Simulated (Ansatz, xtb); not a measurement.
**Ranking isomers of GaGeH3O**

4 gas-phase structures of GaGeH3O, found in a search over its isomers (lower ones may exist). Each was relaxed with GFN2-xTB:

A. `[Ga][O][GeH3]`, a singlet
B. a singlet given by its coordinates
C. `[GaH2][O][GeH]`, a singlet
D. a singlet given by its coordinates

D (Å):

```xyz
6

Ga    0.2260    1.4800    0.7648
Ge   -0.3343   -0.9741   -1.0011
O     1.2617    0.4285   -0.3983
H     2.0888    0.2150   -0.8264
H    -0.8016   -1.0099    0.5974
H    -1.3484    0.3434   -1.1022
```

Close contacts (Å): Ga1–Ge2 3.07, Ga1–O3 1.88, Ge2–O3 2.21, Ge2–H5 1.67, Ge2–H6 1.67, O3–H4 0.96.

B (Å):

```xyz
6

Ga    0.6879    3.3227    0.0437
Ge    2.6824    1.7691   -0.2802
O    -0.7920    4.1340    0.3850
H    -1.5940    4.6172    0.5547
H     3.4298    3.1653   -0.5662
H     2.8779    2.0852    1.2873
```

Close contacts (Å): Ga1–Ge2 2.55, Ga1–O3 1.72, Ge2–H5 1.61, Ge2–H6 1.61, O3–H4 0.95.

Problem. Estimate their order in r2SCAN-D4/def2-SVP energy at these geometries, lowest first.

Solution. Calculated order at r2SCAN-D4/def2-SVP: A (0.0), D (23.2), B (27.8), C (28.6) kcal/mol. Less than 1 kcal/mol parts B and C, so the order within that pair means little.

Energies above the lowest of each column, in kcal/mol; the last columns are at B3LYP-D3(BJ)/6-311G** geometries and were run for some of them only (a dash: not run or not comparable):

| structure | GFN2-xTB | HF/STO-3G | r2SCAN-D4/def2-SVP | B3LYP-D3(BJ)/6-311G** | CCSD(T)/def2-TZVP |
| --- | --- | --- | --- | --- | --- |
| A | 0.0 | 0.0 | 0.0 | 0.0 | 0.0 |
| D | 6.2 | 78.2 | 23.2 | 14.7 | 23.6 |
| B | 6.1 | 59.3 | 27.8 | 22.9 | 27.9 |
| C | 20.9 | 25.3 | 28.6 | – | – |

Every level run on A puts it lowest or level with the lowest. Flexible structures stand in one conformer each, not always the lowest. Frequencies (B3LYP-D3(BJ)/6-311G**) were run for A, B, D alone.

Over these structures GFN2-xTB departs from r2SCAN-D4/def2-SVP by 7.8 kcal/mol on average once a common shift is removed. A GFN2-xTB relaxation took about 0.18 s and the r2SCAN-D4/def2-SVP energy about 1.5 s on a shared host (Ansatz 0.2.0, xtb 6.7.1 (Pople sets with spherical d functions)).
